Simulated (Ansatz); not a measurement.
A nudged elastic band was laid between two geometries of BrH + C2H6AlF (12 atoms, charge 0, multiplicity 1).

Computed with UHF/def2-SVP in Ansatz 0.2.0.

| Item | Value |
| --- | --- |
| movable images | 9 |
| climbing image | yes |
| spring | 0.1 eV/Å² |
| optimiser | quadratic models (default) |
| start path | through a guess of the saddle point |
| force threshold | 0.03 eV/Å |
| iteration limit | 60 |
| end points | relaxed |

Image 0:

```xyz
12
Properties=species:S:1:pos:R:3
Al -0.064 0.439 0.131
C 1.864 0.177 0.346
C -1.075 0.334 -1.540
F -0.891 1.024 1.465
H -1.600 -1.121 2.427
Br -1.179 -2.243 1.680
H 2.239 -0.667 -0.240
H 2.140 0.010 1.391
H 2.411 1.064 0.006
H -2.146 0.201 -1.362
H -0.961 1.262 -2.112
H -0.738 -0.479 -2.191
```

Image 10:

```xyz
12
Properties=species:S:1:pos:R:3
Al -1.474 0.134 0.455
C 2.049 -0.264 0.733
C -1.390 0.359 -1.471
F -1.152 1.396 1.470
H 1.561 -1.206 0.985
Br -2.102 -1.787 1.457
H 3.068 -0.280 1.121
H 1.514 0.572 1.187
H 2.082 -0.142 -0.351
H -2.392 0.533 -1.875
H -0.770 1.215 -1.745
H -0.994 -0.531 -1.966
```

Problem. What changes between the two ends?

Solution. Bonds broken: Al1–C2, H5–Br6. Bonds formed: Al1–Br6, C2–H5. BrH + C2H6AlF becomes CH3AlBrF + CH4.

Problem. What energy profile does the band end with?

Solution. The forces met the threshold. The highest image is number 4 of 0 to 10, 22.5 kcal/mol above the first end and 62.9 kcal/mol above the last; the last end lies 40.4 kcal/mol below the first. Neighbouring images differ by up to 1.7 eV, so the band resolves the path poorly. The order of the stationary point at the top wasn't checked. The orbitals stay closed-shell, which can raise the energy where a bond breaks towards radicals; this wasn't checked here.

```json
{"image": "0", "path coordinate (Å)": "0.00", "energy (kcal/mol)": "0.0", "Al1–C2 (Å)": "1.96", "H5–Br6 (Å)": "1.41", "Al1–Br6 (Å)": "3.29"}
{"image": "1", "path coordinate (Å)": "1.06", "energy (kcal/mol)": "0.8", "Al1–C2 (Å)": "1.96", "H5–Br6 (Å)": "1.41", "Al1–Br6 (Å)": "3.21"}
{"image": "2", "path coordinate (Å)": "2.12", "energy (kcal/mol)": "1.5", "Al1–C2 (Å)": "1.96", "H5–Br6 (Å)": "1.41", "Al1–Br6 (Å)": "3.21"}
{"image": "3", "path coordinate (Å)": "3.19", "energy (kcal/mol)": "4.5", "Al1–C2 (Å)": "1.97", "H5–Br6 (Å)": "1.41", "Al1–Br6 (Å)": "3.03"}
{"image": "4", "path coordinate (Å)": "4.26", "energy (kcal/mol)": "22.5", "Al1–C2 (Å)": "2.06", "H5–Br6 (Å)": "1.60", "Al1–Br6 (Å)": "2.64"}
{"image": "5", "path coordinate (Å)": "4.88", "energy (kcal/mol)": "-16.4", "Al1–C2 (Å)": "2.32", "H5–Br6 (Å)": "2.15", "Al1–Br6 (Å)": "2.41"}
{"image": "6", "path coordinate (Å)": "5.50", "energy (kcal/mol)": "-35.0", "Al1–C2 (Å)": "2.71", "H5–Br6 (Å)": "2.60", "Al1–Br6 (Å)": "2.29"}
{"image": "7", "path coordinate (Å)": "6.12", "energy (kcal/mol)": "-39.2", "Al1–C2 (Å)": "3.10", "H5–Br6 (Å)": "3.05", "Al1–Br6 (Å)": "2.26"}
{"image": "8", "path coordinate (Å)": "6.75", "energy (kcal/mol)": "-40.1", "Al1–C2 (Å)": "3.42", "H5–Br6 (Å)": "3.46", "Al1–Br6 (Å)": "2.26"}
{"image": "9", "path coordinate (Å)": "7.38", "energy (kcal/mol)": "-40.3", "Al1–C2 (Å)": "3.50", "H5–Br6 (Å)": "3.64", "Al1–Br6 (Å)": "2.26"}
{"image": "10", "path coordinate (Å)": "8.00", "energy (kcal/mol)": "-40.4", "Al1–C2 (Å)": "3.56", "H5–Br6 (Å)": "3.74", "Al1–Br6 (Å)": "2.26"}
```

Problem. What is the geometry of the highest image?

Solution. 
```xyz
12
Properties=species:S:1:pos:R:3
Al -0.474 0.391 0.337
C 1.495 -0.110 0.674
C -1.181 0.356 -1.475
F -0.924 1.558 1.427
H 0.369 -1.167 1.118
Br -0.995 -1.924 1.494
H 2.024 -1.040 0.456
H 1.855 0.285 1.626
H 1.821 0.579 -0.119
H -2.275 0.340 -1.468
H -0.875 1.249 -2.030
H -0.841 -0.516 -2.039
```

The band took 14 iterations and of the order of 25 core-minutes.

The run took 6.8 min on 4 threads of Arm Neoverse N1, on a shared host, peak memory 0.45 GiB.
